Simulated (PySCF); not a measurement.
B3LYP has the VWN-RPA correlation part, as in Gaussian. 

```xyz
8

N      2.2271    -0.3665    -0.0740
C      0.9909    -0.1801    -0.0432
C     -0.1475     0.5923     0.3270
C     -0.2594    -0.6916    -0.4114
C     -1.4615     0.0579    -0.0550
H      2.7601     0.3683     0.3775
H     -2.1016    -0.3408     0.7296
H     -2.0080     0.5605    -0.8505
```

Charge 0, multiplicity 1.

Q: Give the Mulliken and meta-Löwdin atomic charges from B3LYP-D3(BJ)/def2-TZVP (PySCF 2.14.0).

A: 
```csv
atom,Mulliken (e),meta-Löwdin (e)
N1,-0.33,-0.48
C2,0.06,0.21
C3,-0.08,-0.07
C4,-0.05,-0.03
C5,-0.07,-0.13
H6,0.22,0.24
H7,0.13,0.13
H8,0.13,0.13
```
